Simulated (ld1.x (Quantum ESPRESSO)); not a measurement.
Varying the TM potential for carbon

Base potential:

```
Element                 : carbon (C)
Generator               : ld1.x (Quantum ESPRESSO) 7.5
Type                    : norm-conserving Troullier–Martins (Kleinman–Bylander form)
Functional              : LDA (PZ)
Relativity              : non-relativistic
Frozen core             : [He]
Valence charge          : 4
Reference configuration : 2s2 2p2
Partial waves           : 2s (bound): rc 0.75 bohr; 3d channel at 0.05 Ry: rc 1.25 bohr; 2p (bound): rc 1.55 bohr
Local potential         : the p channel
Core correction         : none
```

All-electron outer shells of the reference configuration (LDA (PZ), non-relativistic, ld1.x):

| shell | level (eV) | outermost node (bohr) | outermost maximum (bohr) |
| --- | --- | --- | --- |
| 2s | -13.63 | 0.38 | 1.22 |
| 2p | -5.42 | – | 1.19 |

Cutoffs, loose and tight: the cutoffs (Ry, on a coarse ladder) from which the occupation-weighted sum of valence levels, in a spherical-Bessel basis at the reference potential, stays within 10 and 1 mRy of its value at 400 Ry. They do not see the model core or the augmentation charge, which bear on the density cutoff. Test errors are all-electron minus pseudo excitation energies from the reference, over the configurations 2s2 2p1; 2s2 2p0; 2s1 2p0; 2s2 2p2.3; 2s1 2p2; 2s1 2p3; 2s0 2p4 (two spin-polarised tests are not counted in the largest error). A dash means not determined; rows that change the core or the reference have their own tests.

```tsv
change	outcome	cutoff, loose	cutoff, tight	bound ghosts	largest test error (meV)
base	generated	140 Ry	260 Ry	none	+420
core correction a·sin(br)/r model core inside 0.40 bohr	generated	140 Ry	260 Ry	none	+210
core correction a·sin(br)/r model core inside 0.52 bohr	generated	140 Ry	260 Ry	none	+214
core correction a·sin(br)/r model core inside 0.60 bohr	generated	140 Ry	260 Ry	none	+224
core correction a·sin(br)/r model core inside 0.72 bohr	generated	140 Ry	260 Ry	none	+262
core correction a·sin(br)/r model core inside 0.90 bohr	generated	140 Ry	260 Ry	none	+340
```
